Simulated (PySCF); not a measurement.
**Polarisability and C₆ of Si⁻ (silicon, charge -1)**

[Ne] 3s2 3p3, high-spin 4S determinant. Computed with PySCF 2.14 in aug-cc-pVQZ-DK (7s6p4d3f2g, 84 functions), with scalar relativity by spin-free X2C-1e. Coupled (time-dependent) response in atomic units; α is the mean over directions.

```csv
method,mean α (bohr³),C₆ (like pair),S(−4)
UHF,118.6,1641,6974
wB97X-V,123.4,1715,7930
```

S(−4) is the Cauchy moment in α(ω) = α(0) + S(−4) ω² + …

α(iu) at UHF:

```tsv
u (hartree)	α(iu) (bohr³)
0	118.6
0.0500	104.2
0.100	79.94
0.200	46.30
0.300	29.01
0.500	14.00
0.750	7.210
1.00	4.368
1.50	2.112
2.00	1.259
3.00	0.6140
5.00	0.2534
```

A single London oscillator, α(iu) = α/(1 + u²/ω²), gives C₆ = (3/4) ω α². Matching the computed C₆ needs ω = 4 × 1641 / (3 × 118.6²) = 0.156 hartree.

For an ion, C₆ is the dispersion term alone; charge-induced terms of lower order in 1/R come first.
